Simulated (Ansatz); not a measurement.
The same carbene extrusion along the group O, S, Te.

Computed with Ansatz on PBE0-D4/def2-TZVP structures; ΔE is electronic, products minus reactants. CBS: MP2 limit from def2 TZ/QZ plus the TZ coupled-cluster correction, frozen cores. This one scheme is used for every species. DFT in def2-TZVPP. Triplets are unrestricted, without spin–orbit coupling. def2 core potentials past Kr. For Te outer-core shells are correlated without core-valence functions, which leaves a few kJ/mol of doubt a bond. One conformer a species, not always the lowest.

```csv
reaction,PBE-D4 (kcal/mol),r2SCAN-D4 (kcal/mol)
`CO[SiH2][SiH3]` → `[CH2]` (triplet) + `O[SiH2][SiH3]`,93.4,86.4
`CS[SiH2][SiH3]` → `[CH2]` (triplet) + `[SiH3][SiH2]S`,103.7,96.3
`C[Te][SiH2][SiH3]` → `[CH2]` (triplet) + `[SiH3][SiH2][TeH]`,107.4,100.0
```

(1) Give the CCSD(T)/CBS values in the same order. (Estimate.)

Largest T1 diagnostic: 0.012, for `O[SiH2][SiH3]`.

## Answers

(1) Computed: 91.5, 101.5, 106.5 kcal/mol.
